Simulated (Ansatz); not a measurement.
An input meant for (Cl2Ga-mu-SH)3 (Ga₃H₃S₃Cl₆) (charge 0, singlet; scaled by 1.05).

```yaml
crystal:
  periodic: [true, true, true]
  atoms:
    - {symbol: Ga, position_ang: [2.138298, -0.585682, -0.503049]}
    - {symbol: Cl, position_ang: [3.639356, -2.017847, -1.437807]}
    - {symbol: Cl, position_ang: [2.914952, 1.284340, 0.499604]}
    - {symbol: S, position_ang: [0.416903, -0.163268, -2.275896]}
    - {symbol: Ga, position_ang: [-1.245967, 1.507681, -1.409777]}
    - {symbol: Cl, position_ang: [-2.694457, 1.758028, -3.147654]}
    - {symbol: Cl, position_ang: [-0.266070, 3.317954, -0.478847]}
    - {symbol: S, position_ang: [-2.517552, 0.300071, 0.370397]}
    - {symbol: Ga, position_ang: [-0.963950, -0.518560, 2.148195]}
    - {symbol: Cl, position_ang: [-2.175100, -1.976048, 3.409100]}
    - {symbol: Cl, position_ang: [0.018400, 1.272675, 3.112829]}
    - {symbol: S, position_ang: [0.674378, -2.003322, 0.957092]}
    - {symbol: H, position_ang: [1.187934, 0.815663, -2.983444]}
    - {symbol: H, position_ang: [-2.715823, -0.939518, -0.320104]}
    - {symbol: H, position_ang: [1.588721, -2.052167, 2.059382]}
basis:
  gaussian: {orbitals: 6-31G}
hamiltonian: {xc: {name: B2GP-PLYP}}
output: {forces: true}
```

```sh
$ ansatz run in.yaml --threads 2 --pin off --events-out ev --progress --plain --max-ram 32768MiB --backend cpu
```

Shortened log:

```
Error: YAML parse error: error: line 2 column 3: crystal: missing field `lattice` (a structure is typed as `lattice` and `atoms`, a molecule's as `atoms` in Å alone, or read from a run's directory, `checkpoint`)
 --> <input>:2:3
  |
1 | crystal:
2 |   periodic: [true, true, true]
  |   ^ crystal: missing field `lattice` (a structure is typed as `lattice` and `atoms`, a molecule's as `atoms` in Å alone, or read from a run's directory, `checkpoint`)
3 |   atoms:
4 |     - {symbol: Ga, position_ang: [2.138298, -0.585682, -0.503049]}
  |
```

In this input the species is marked periodic without a cell. The program refused the input.
